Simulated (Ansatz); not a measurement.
CH$_{7}$BSi$_{2}$, SMILES `[SiH3][SiH]1BC1`. Total charge 0; spin multiplicity 1. Geometry: relaxed with PBE0-D4/def2-TZVP.

```xyz
11

Si    0.506    1.861    0.268
Si    0.801   -0.408   -0.125
B    -0.319   -1.598   -1.126
C    -1.058   -1.206    0.107
H    -0.827    2.250   -0.266
H     1.561    2.648   -0.424
H     0.558    2.179    1.720
H     2.003   -0.975    0.550
H    -0.223   -2.614   -1.732
H    -1.476   -0.209    0.255
H    -1.526   -1.929    0.773
```

(1) What is the dipole moment at PBE/def2-TZVPP? (Estimate.)

(2) And with r2SCAN, B3LYP, ωB97M-V? (An estimate is asked.)

(3) Give the Mulliken charges with PBE, B3LYP, r2SCAN in def2-TZVPP. (Estimate.)

Results:

(1) Ansatz gave: 0.86 D, with components (-0.24, 0.46, 0.68) D in this frame, pointing from negative to positive charge.

(2) Ansatz gave: r2SCAN 0.81 D, B3LYP 0.79 D, ωB97M-V 0.80 D.

(3) The calculation gave: 
| atom | PBE | B3LYP | r2SCAN |
| --- | --- | --- | --- |
| Si1 | 0.09 | 0.14 | 0.16 |
| Si2 | 0.05 | 0.06 | 0.12 |
| B3 | 0.01 | 0.03 | 0.00 |
| C4 | -0.25 | -0.31 | -0.27 |
| H5 | -0.04 | -0.05 | -0.06 |
| H6 | -0.04 | -0.05 | -0.06 |
| H7 | -0.04 | -0.05 | -0.06 |
| H8 | -0.06 | -0.07 | -0.08 |
| H9 | 0.03 | 0.05 | 0.02 |
| H10 | 0.14 | 0.15 | 0.14 |
| H11 | 0.10 | 0.11 | 0.09 |

B3LYP here is the variant with VWN-RPA as its local correlation; programs differ in this.
